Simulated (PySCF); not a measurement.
## Two structures, one formula

The two ends of one reaction step of BNH3ClO, closed shell (PBE0-D4/def2-TZVP).

A:

| atom | x (Å) | y (Å) | z (Å) |
| --- | --- | --- | --- |
| B1 | 0.1001 | 0.2657 | -0.1201 |
| O2 | 0.9080 | 0.7197 | 0.8756 |
| N3 | -0.5994 | -0.9309 | 0.0203 |
| H4 | -0.5270 | -1.4903 | 0.8518 |
| Cl5 | -0.0736 | 1.2076 | -1.6299 |
| H6 | 1.3336 | 1.5517 | 0.6621 |
| H7 | -1.2017 | -1.2969 | -0.6925 |

B:

```csv
atom,x (Å),y (Å),z (Å)
B1,-0.3001,0.1364,-0.3719
O2,0.5068,0.4997,0.9697
N3,-0.6166,-1.1340,-0.2933
H4,0.5753,-0.4222,1.2938
Cl5,-0.3829,1.5881,-1.3773
H6,1.3820,0.8862,0.8332
H7,-1.1654,-1.5978,-0.9984
```

Computed with PySCF 2.14 with density fitting (its default auxiliary sets; JK sets also for MP2 and CCSD(T)) (basis: def2-TZVPP); correlated methods freeze the cores. B3LYP uses VWN-RPA correlation.

(1) Which structure is lower at CCSD(T), and by how much? (An estimate is asked for; the value comes from the calculation.)

No T1 diagnostic of these runs exceeds 0.013.

## Answers

(1) The calculation gives: A, by 2.889 eV (electronic energy, against the other). By their contacts, A is BNH₃ClO ([NH2][B]([OH])[Cl]) and B is BNH₃ClO ([NH][B]([OH2])[Cl]).

All methods give the same order:

```json
{"method": "SPW92", "E(B) − E(A) (eV)": "2.769"}
{"method": "PBE-D4", "E(B) − E(A) (eV)": "2.775"}
{"method": "r2SCAN-D4", "E(B) − E(A) (eV)": "2.904"}
{"method": "PBE0-D4", "E(B) − E(A) (eV)": "2.927"}
{"method": "B3LYP-D4", "E(B) − E(A) (eV)": "2.910"}
{"method": "BHLYP-D4", "E(B) − E(A) (eV)": "3.077"}
{"method": "wB97M-V", "E(B) − E(A) (eV)": "2.902"}
{"method": "HF", "E(B) − E(A) (eV)": "3.278"}
{"method": "MP2", "E(B) − E(A) (eV)": "2.880"}
{"method": "CCSD", "E(B) − E(A) (eV)": "2.965"}
{"method": "CCSD(T)", "E(B) − E(A) (eV)": "2.889"}
```

Labels in which every atom is bracketed show which atoms are joined, not bond orders.

For scale, one of the runs: CCSD(T)/def2-TZVPP, 177 basis functions, launched by `OMP_NUM_THREADS=4 python run.py`. Hardware: 4 CPU threads of an Arm Neoverse V1, shared host. Wall time 4.4 min; peak host memory 1.9 GiB.
